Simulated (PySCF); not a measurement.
Continuum solvent and chemical shifts

Cartesian coordinates in Å; atom numbers follow the order of the lines, from 1:
```xyz
14

B     2.4657    0.2158    0.9137
N     1.1013    0.1665    0.5402
B     0.4928    0.8290   -0.5683
C    -1.0418    0.7108   -0.8798
C    -1.8901   -0.1721    0.0263
H     2.8341   -0.3955    1.8910
H     3.2335    0.8699    0.2505
H     0.4882   -0.3958    1.1254
H     1.2125    1.5012   -1.2730
H    -1.4354    1.7458   -0.9008
H    -1.1283    0.3906   -1.9360
H    -2.9524   -0.1682   -0.2617
H    -1.5559   -1.2225    0.0001
H    -1.8452    0.1594    1.0773
```

GIAO PBE0/pcSseg-1 in PySCF on one PBE0-D3(BJ)/def2-SVP conformer, non-relativistic, equivalent nuclei averaged. Solvents enter as an IEF-PCM continuum (chloroform with ε = 4.7, dichloromethane with ε = 8.9) around the gas-phase geometry. Shifts are referred to BF3·OEt2, TMS computed in the same medium.

Gas phase, δ in ppm: B3 56.9, B1 51.6, C4 17.9, C5 7.7, H8 7.28, H9 5.74, H6/H7 5.55, H10/H11 1.26, H12/H13/H14 0.99. Dipole moment 1.61 D.

Question: How does each δ change in the continuum?

Answer: 
```tsv
atoms	environment	Δδ, chloroform	Δδ, dichloromethane
B3	boron bonded to C, N, H	+0.6	+0.7
B1	boron bonded to N, 2 H	-0.3	-0.4
C4	sp3 CH2 bonded to B	+0.8	+1.0
C5	methyl carbon	+0.3	+0.4
H8	hydrogen on a nitrogen bonded to 2 B	+0.39	+0.48
H9	hydrogen on a boron bonded to C, N	-0.11	-0.14
H6/H7	hydrogen on a boron bonded to N	-0.11	-0.13
H10/H11	hydrogen on an sp3 CH2 bonded to B	+0.02	+0.02
H12/H13/H14	hydrogen on a methyl carbon	+0.03	+0.04
```

Changes are relative to the gas phase. The dipole moment becomes 1.92 D in chloroform, 1.99 D in dichloromethane.

Question: Which of the listed nuclei move most (in ppm), and what does the model miss? (N and O are left out, as their reference compounds move with the solvent too.)

Answer: C4 (sp3 CH2 bonded to B, +1.0 ppm) in dichloromethane. A continuum only polarises the solute; specific hydrogen bonds, the anisotropy of aromatic solvents and changes of geometry or conformer are outside it.
